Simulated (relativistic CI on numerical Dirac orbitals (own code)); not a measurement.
# Magnetism of Rh+, 4d8, in a crystal field

Calculated by Dirac-Coulomb-Breit CI, separate exchange-only KLI orbitals for each configuration, model QED, valence Slater integrals scaled by 0.8, one configuration in a parametric crystal field (own radial code).

Field parameters in Wybourne normalisation: D3d B²₀ = −7Dσ, B⁴₀ = −14Dq − 21Dτ, B⁴₃ = −14√(10/7) Dq; D4h B²₀ = −7Ds, B⁴₀ = 21(Dq − Dt), B⁴₄ = 21√(5/14) Dq; Oh B⁴₀ = 21Dq, B⁴₄ = √(5/14) B⁴₀; Td as Oh with Dq negative (B⁴₀ = 21Dq, B⁴₄ = √(5/14) B⁴₀). The field is a parameter set, without covalency.

S is read from ⟨S²⟩ = S(S + 1).

Powder χT (cm³ K mol⁻¹) by Van Vleck's formula, with temperature-independent terms:

```
                                       Field     2 K     5 K    10 K   20 K   50 K  100 K  200 K  300 K
  D3d, 10Dq = 14000, Dσ = 660, Dτ = 480 cm⁻¹   0.929    1.15    1.24   1.27   1.28   1.29    1.3   1.32
   D3d, 10Dq = 22150, Dσ = 920, Dτ = 70 cm⁻¹    1.02    1.15    1.18   1.19    1.2    1.2   1.21   1.22
  D3d, 10Dq = 25500, Dσ = -470, Dτ = 40 cm⁻¹    1.06    1.15    1.17   1.17   1.17   1.18   1.19   1.19
D4h, 10Dq = 18200, Ds = 2410, Dt = -490 cm⁻¹   0.869    1.08    1.17    1.2   1.21   1.22   1.23   1.24
                       Oh, 10Dq = 24050 cm⁻¹    1.18    1.18    1.18   1.18   1.19   1.19    1.2   1.21
                       Td, 10Dq = -5450 cm⁻¹  0.0164   0.041  0.0819  0.164   0.41  0.819   1.58    2.1
                       Td, 10Dq = -5550 cm⁻¹  0.0163  0.0407  0.0813  0.163  0.407  0.813   1.57   2.09
                      Td, 10Dq = -10050 cm⁻¹  0.0133  0.0333  0.0667  0.133  0.333  0.667    1.3   1.78
```

(1) For D3d, 10Dq = 22150, Dσ = 920, Dτ = 70 cm⁻¹: what effective moment follows at 300 K?

## Answers

(1) μ_eff = √(8χT) = 3.13 μB. The ground level has S = 1.00; the spin-only moment for S = 1 is 2.83 μB. The difference comes from the orbital moment, spin-orbit mixing of terms and temperature-independent paramagnetism, all larger in this ionic model than in covalent complexes.
